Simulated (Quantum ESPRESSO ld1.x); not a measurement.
Excited configurations of Zn II: one electron is placed in a higher orbital outside [Ar] 3d10. The ground configuration is [Ar] 3d10 4s1. All-electron calculation, scalar-relativistic Kohn-Sham, LDA (Slater exchange, Perdew-Wang correlation), spin-polarised, spherical densities, point nucleus; open shells are filled with parallel spins first. Program: ld1.x of Quantum ESPRESSO 7.5. Excitation = E - E(ground); binding = E(ion) - E, where the ion is the core of charge +2; n* = 2/sqrt(2 binding) in atomic units, and the quantum defect is n - n*.

| outer orbital | excitation (eV) | binding (eV) | n* | quantum defect | eigenvalue (eV) | <r> (bohr) |
|---|---|---|---|---|---|---|
| 4d | 12.890 | 6.139 | 2.977 | 1.023 | -4.465 | 5.276 |
| 4f | 15.511 | 3.518 | 3.933 | 0.067 | -2.571 | 8.753 |
| 5s | 11.545 | 7.484 | 2.697 | 2.303 | -5.964 | 5.669 |
| 5f | 16.695 | 2.335 | 4.828 | 0.172 | -1.814 | 15.11 |
| 6p | 15.642 | 3.387 | 4.009 | 1.991 | -2.720 | 12.09 |
| 6d | 16.669 | 2.360 | 4.802 | 1.198 | -1.881 | 16.65 |
| 6f | 17.376 | 1.654 | 5.737 | 0.263 | -1.321 | 22.88 |
| 7s | 16.444 | 2.585 | 4.588 | 2.412 | -2.110 | 16.48 |
| 7d | 17.367 | 1.662 | 5.722 | 1.278 | -1.348 | 24.43 |
| 7f | 17.798 | 1.231 | 6.649 | 0.351 | -1.000 | 32.06 |

The Delta-SCF ionisation energy is 19.029 eV (NIST Atomic Spectra Database: 17.964 eV, measured). Self-interaction in the functional shifts the binding energies and quantum defects, so they are the method's values and not measured ones.
